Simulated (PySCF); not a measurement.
Molfile (atoms numbered from 1):
```
C3H12OSi3
     RDKit          3D

 19 18  0  0  0  0  0  0  0  0999 V2000
    1.7586   -1.7230    0.1990 C   0  0  0  0  0  0  0  0  0  0  0  0
    1.7579   -0.3869    0.1625 C   0  0  0  0  0  0  0  0  0  0  0  0
    1.4146    0.4445   -1.0277 C   0  0  0  0  0  0  0  0  0  0  0  0
   -0.3912    1.0022   -0.9378 Si  0  0  2  0  0  4  0  0  0  0  0  0
   -0.7793    2.2692    1.0056 Si  0  0  0  0  0  4  0  0  0  0  0  0
   -1.3671   -0.3445   -0.9340 O   0  0  0  0  0  0  0  0  0  0  0  0
   -1.9058   -1.5938    0.0156 Si  0  0  0  0  0  4  0  0  0  0  0  0
    1.9767   -2.2659    1.1217 H   0  0  0  0  0  0  0  0  0  0  0  0
    1.5508   -2.3201   -0.6950 H   0  0  0  0  0  0  0  0  0  0  0  0
    1.9721    0.1596    1.0901 H   0  0  0  0  0  0  0  0  0  0  0  0
    2.0525    1.3421   -1.1008 H   0  0  0  0  0  0  0  0  0  0  0  0
    1.5316   -0.1261   -1.9644 H   0  0  0  0  0  0  0  0  0  0  0  0
   -0.7292    1.8060   -2.1516 H   0  0  0  0  0  0  0  0  0  0  0  0
    0.0330    3.5273    0.9636 H   0  0  0  0  0  0  0  0  0  0  0  0
   -0.3959    1.5059    2.2343 H   0  0  0  0  0  0  0  0  0  0  0  0
   -2.2247    2.6394    1.1152 H   0  0  0  0  0  0  0  0  0  0  0  0
   -3.3804   -1.7252   -0.1717 H   0  0  0  0  0  0  0  0  0  0  0  0
   -1.6198   -1.3191    1.4569 H   0  0  0  0  0  0  0  0  0  0  0  0
   -1.2510   -2.8714   -0.3883 H   0  0  0  0  0  0  0  0  0  0  0  0
  1  2  2  0
  2  3  1  0
  3  4  1  0
  4  5  1  0
  4  6  1  0
  6  7  1  0
  1  8  1  0
  1  9  1  0
  2 10  1  0
  3 11  1  0
  3 12  1  0
  4 13  1  6
  5 14  1  0
  5 15  1  0
  5 16  1  0
  7 17  1  0
  7 18  1  0
  7 19  1  0
M  END
```

Geometry: PBE0-D3(BJ)/def2-SVP; GIAO absolute shieldings from PySCF 2.14, gas phase, non-relativistic, averaged over equivalent atoms.

At PBE0/pcSseg-1 (200 basis functions, 30 s wall time on 1 thread of an Arm Neoverse V2, shared host):
```json
{"atoms": "C2", "σ (ppm)": "42.5"}
{"atoms": "C1", "σ (ppm)": "59.6"}
{"atoms": "C3", "σ (ppm)": "155.8"}
{"atoms": "Si4", "σ (ppm)": "356.9"}
{"atoms": "Si7", "σ (ppm)": "388.6"}
{"atoms": "Si5", "σ (ppm)": "468.1"}
{"atoms": "O6", "σ (ppm)": "322.5"}
{"atoms": "H10", "σ (ppm)": "25.19"}
{"atoms": "H9", "σ (ppm)": "25.79"}
{"atoms": "H8", "σ (ppm)": "25.82"}
{"atoms": "H13", "σ (ppm)": "25.87"}
{"atoms": "H17/H18/H19", "σ (ppm)": "26.35"}
{"atoms": "H14/H15/H16", "σ (ppm)": "27.82"}
{"atoms": "H12", "σ (ppm)": "29.01"}
{"atoms": "H11", "σ (ppm)": "29.86"}
```

Predict the values at KT2/pcSseg-1 on the same geometry.

## Answers


```json
{"atoms": "C2", "σ at KT2/pcSseg-1": "51.3", "change": "+8.8"}
{"atoms": "C1", "σ at KT2/pcSseg-1": "68.2", "change": "+8.6"}
{"atoms": "C3", "σ at KT2/pcSseg-1": "152.3", "change": "-3.5"}
{"atoms": "Si4", "σ at KT2/pcSseg-1": "365.0", "change": "+8.1"}
{"atoms": "Si7", "σ at KT2/pcSseg-1": "395.9", "change": "+7.3"}
{"atoms": "Si5", "σ at KT2/pcSseg-1": "481.7", "change": "+13.6"}
{"atoms": "O6", "σ at KT2/pcSseg-1": "312.9", "change": "-9.6"}
{"atoms": "H10", "σ at KT2/pcSseg-1": "25.26", "change": "+0.07"}
{"atoms": "H9", "σ at KT2/pcSseg-1": "25.89", "change": "+0.10"}
{"atoms": "H8", "σ at KT2/pcSseg-1": "25.94", "change": "+0.12"}
{"atoms": "H13", "σ at KT2/pcSseg-1": "25.55", "change": "-0.32"}
{"atoms": "H17/H18/H19", "σ at KT2/pcSseg-1": "26.04", "change": "-0.31"}
{"atoms": "H14/H15/H16", "σ at KT2/pcSseg-1": "27.72", "change": "-0.10"}
{"atoms": "H12", "σ at KT2/pcSseg-1": "28.88", "change": "-0.13"}
{"atoms": "H11", "σ at KT2/pcSseg-1": "29.60", "change": "-0.26"}
```

The largest change is at Si5 (silicon bonded to Si, 3 H). Cost: 200 basis functions, 41 s wall time on 1 thread of an Arm Neoverse V2, shared host. The order of the carbon signals is the same at both levels.
